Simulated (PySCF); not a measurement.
ClH6NOSi2, SMILES [SiH3]N[Si@@H](Cl)O. Atoms are numbered in the order given.

```xyz
11

O     -1.7746    -0.8970     1.3007
Si    -0.3055    -0.1987     1.0100
Cl    -0.5184     1.6870     0.1567
N      0.6545    -1.0561    -0.1344
Si     1.3638    -0.5022    -1.6426
H     -2.3219    -1.0953     0.5303
H      0.2954    -0.0599     2.3520
H      0.8852    -2.0171     0.1160
H      2.1354    -1.6641    -2.1759
H      2.2894     0.6513    -1.4498
H      0.3292    -0.1125    -2.6452
```

Geometry optimised at r2SCAN-D4/def2-SVP. The structure was generated by enumeration; whether it is a known compound was not checked. One conformer was computed; it need not be the lowest.

Computed with PySCF with TDDFT-PBE/def2-SVPD.

Vertical excitations. Gas-phase values at a fixed geometry.

Computed UV-visible absorptions:
| state | energy (eV) | λ (nm) | f | main pairs |
|---|---|---|---|---|
| S1 | 5.85 | 212 | 0.018 | HOMO→LUMO 99 % |
| S2 | 6.31 | 197 | 0.005 | HOMO→LUMO+1 92 % |
| S3 | 6.46 | 192 | 0.028 | HOMO→LUMO+2 91 % |
| S4 | 6.93 | 179 | 0.010 | HOMO→LUMO+3 84 % |
| S5 | 6.95 | 179 | 0.008 | HOMO−1→LUMO 90 % |
| S6 | 6.99 | 177 | 0.009 | HOMO→LUMO+4 86 % |
| S7 | 7.11 | 174 | 0.032 | HOMO−2→LUMO 93 % |
| S8 | 7.37 | 168 | 0.037 | HOMO→LUMO+5 91 % |
| S9 | 7.47 | 166 | 0.010 | HOMO−3→LUMO 92 % |
| S10 | 7.52 | 165 | 0.001 | HOMO→LUMO+6 89 % |
| T1 | 5.60 | 221 | 0 | HOMO→LUMO 99 % |
| T2 | 6.18 | 201 | 0 | HOMO→LUMO+1 90 % |
| T3 | 6.25 | 198 | 0 | HOMO→LUMO+2 90 % |
| T4 | 6.73 | 184 | 0 | HOMO→LUMO+3 88 % |
Triplets are in the Tamm–Dancoff approximation, which puts them higher than full response would, so one can lie above its singlet here.
